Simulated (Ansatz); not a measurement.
CH$_{5}$GaGe at its PBE0-D4/def2-TZVP geometry, where that method's forces vanish. Charge 0, multiplicity 1. The bonds changed during the relaxation, so this is another structure than the one it started from.

| atom | x (Å) | y (Å) | z (Å) |
| --- | --- | --- | --- |
| C1 | -0.8160 | 0.3077 | 0.4763 |
| Ga2 | -2.2031 | -1.1876 | 0.4818 |
| Ge3 | 0.8618 | -0.1170 | -0.4205 |
| H4 | -1.2514 | 1.1907 | -0.0090 |
| H5 | -0.5908 | 0.5843 | 1.5143 |
| H6 | 1.5284 | -1.3361 | 0.2510 |
| H7 | 1.8747 | 1.0456 | -0.3990 |
| H8 | 0.5964 | -0.4875 | -1.8949 |

(1) For each bond, give half the difference of the two atoms' forces along it (eV/Å; positive pushes the atoms apart) under PBE-D4, r2SCAN-D4, B3LYP-D4, ωB97M-V in def2-TZVPP. (Estimate.)

Answers

(1) Ansatz gave: 
| bond | length (Å) | PBE-D4 | r2SCAN-D4 | B3LYP-D4 | ωB97M-V |
| --- | --- | --- | --- | --- | --- |
| C1–Ga2 | 2.040 | 0.07 | -0.09 | 0.17 | -0.01 |
| C1–Ge3 | 1.949 | 0.06 | 0.07 | 0.17 | 0.06 |
| C1–H4 | 1.098 | 0.10 | 0.01 | -0.10 | -0.05 |
| C1–H5 | 1.098 | 0.10 | 0.01 | -0.10 | -0.05 |
| Ge3–H6 | 1.543 | 0.06 | -0.06 | -0.02 | -0.07 |
| Ge3–H7 | 1.542 | 0.07 | -0.04 | -0.04 | -0.08 |
| Ge3–H8 | 1.543 | 0.06 | -0.06 | -0.02 | -0.06 |

B3LYP here is the variant with VWN-RPA as its local correlation; programs differ in this.
